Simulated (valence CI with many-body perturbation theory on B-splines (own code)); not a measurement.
# Which ion has this spectrum?

A relativistic CI+MBPT calculation for an atom or ion with 5 electrons gives these levels (Ry):

```tsv
J	Parity	E	g
1/2	odd	0.000	0.64
1/2	even	12.350	2.16
3/2	odd	28.547	1.31
3/2	even	37.161	1.65
5/2	even	39.533	1.35
1/2	even	43.293	1.22
3/2	even	43.294	0.97
3/2	odd	56.482	1.35
5/2	even	67.040	1.41
1/2	even	72.581	1.89
3/2	even	72.657	1.19
3/2	odd	82.635	1.44
5/2	odd	84.099	1.18
1/2	odd	86.980	0.64
```

The energies are calculated, and their last digits are not significant.

Task: Which is it?
A. Xe49+
B. La52+
C. Cs50+
D. I48+

Result: C. Cs50+, ground level (2s^2 2p1/2) J=1/2.
